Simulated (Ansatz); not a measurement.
System: CH3Li, net charge 0, singlet state. 
Coordinates optimised at B3LYP-D3(BJ)/def2-TZVP (Ansatz, a quantum-chemistry and plane-wave program):
```xyz
5

Li    -1.1054    -0.6446    -0.9312
C      0.2701     0.1575     0.2275
H      0.8519    -0.5947     0.7758
H     -0.1547     0.8270     0.9867
H      0.9987     0.7566    -0.3338
```

Parts of the frozen-core correlation energy in def2-SVP (Ansatz, hartree). Frozen orbitals: 2; correlated occupied orbitals by spin: 4 and 4; virtual: 32 and 32. Spin-orbit coupling is left out. No relativistic terms.

```json
[
 {"term": "reference (HF)", "value": "-46.98568"},
 {"term": "MP2 opposite-spin", "value": "-0.12983"},
 {"term": "MP2 same-spin", "value": "-0.03368"},
 {"term": "CCSD correlation", "value": "-0.18269"},
 {"term": "(T)", "value": "-0.00452"},
 {"term": "CCSDT minus CCSD(T)", "value": "-0.00043"},
 {"term": "CCSDT(Q) minus CCSD(T)", "value": "-0.00065"},
 {"term": "T1 diagnostic", "value": "0.014"},
 {"term": "largest doubles amplitude", "value": "0.033"}
]
```
